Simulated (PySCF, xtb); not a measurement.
Be(SMe)(SeH) (CH₄BeSSe), SMILES [Be]([SeH])[S]C.

GFN2-xTB in xtb at its own geometry gives an orbital gap of 3.90 eV and a dipole moment of 2.88 D.

The structure is a stationary point at TPSSh-D3(BJ)/def2-SVP. The structure was generated by enumeration; whether it is a known compound was not checked. Other conformers were not sampled.

**Question.** What does PBE/def2-TZVPD run with PySCF give? (Estimate from the structure and the level; the computed values follow.)

**Answer.** gap 4.30 eV (levels -6.05 and -1.75 eV), dipole 1.60 D.
